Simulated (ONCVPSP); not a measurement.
Potentials for Ge (Z = 32) compared

Generated with ld1.x 7.5 (TM, RRKJ, ultrasoft, PAW), atompaw 4.2 or ONCVPSP 4.0.1. The cutoff is in Ry: for ld1.x and atompaw files where the sum of valence levels is converged to 10 mRy in a Bessel basis, for ONCV files where the hardest occupied wave has 1 mHa per electron of residual kinetic energy. The error is the largest all-electron minus pseudo excitation energy over each file’s own four to seven test configurations (ionisations up to +4, promotions, holes and added fractions of an electron), all of which were solved. The labels leave out finer settings (local radius, basis sizes, second energies), which also bear on the numbers. Spin-polarised tests are not counted. The rows are a selection from randomly drawn settings: files with unsolved tests, undetermined cutoffs or missed reference levels are left out.

A true bound ghost makes a file unfit for plane-wave use even where its test errors are small: the radial tests pick states by their node count and pass the ghost by.

| potential | cutoff (Ry) | largest error (meV) | bound ghosts |
| --- | --- | --- | --- |
| ONCV, PBE, scalar-relativistic, rc 1.50/2.00/1.50 (spd), local s, core correction yes, reference 4s2 4p1, qcut 4.2/4.1/5.6, projectors 0/1/2 | 19 | -165 | d |
| ONCV, LDA (Perdew-Zunger), scalar-relativistic, rc 0.95/1.15/0.75 (spd), local smoothed, core correction yes, reference 3s2 3p6 3d10 4s2 4p1, qcut 12.7/12.3/25.1, projectors 2/2/1 | 413 | -3.4 | none |
| ONCV, LDA (Perdew-Wang 92), scalar-relativistic, rc 1.40/2.25 (sp), local s, core correction no, reference 4s2 4p2, qcut 4/3.5, projectors 0/2 | 50 | +233 | none |
| ONCV, PBEsol, scalar-relativistic, rc 0.95/0.90/1.35 (spd), local smoothed, core correction no, reference 3s2 3p6 3d10 4s2 4p2, qcut 9.7/12.3/12.5, projectors 2/2/2 | 122 | -291 | none |
| ONCV, PBE, non-relativistic, rc 0.95/1.00/0.95 (spd), local d, core correction yes, reference 3s2 3p6 3d10 4s1.5 4p2.5, qcut 16/15.2/17.1, projectors 2/2/0 | 230 | +0.1 | s |
| ONCV, PBE, scalar-relativistic, rc 1.30/2.00 (sp), local smoothed, core correction yes, reference 4s2 4p1.5, qcut 4.8/4.2, projectors 3/1 | 58 | -36 | s |
| ONCV, LDA (Perdew-Wang 92), fully relativistic, rc 1.80/1.90/0.85 (spd), local smoothed, core correction yes, reference 3d10 4s2 4p2, qcut 2.8/3.7/17.8, projectors 2/2/1 | 256 | -400 | s |

Problem. Fill in the row for Ge: ONCV, Wu-Cohen, scalar-relativistic, rc 1.70/1.25/1.25 (spd), local smoothed, core correction yes, reference 3p6 3d10 4s1 4p3, qcut 4.2/10.7/13.7, projectors 2/2/2.

Solution. cutoff 145 Ry, largest error -14 meV, bound ghosts: none.
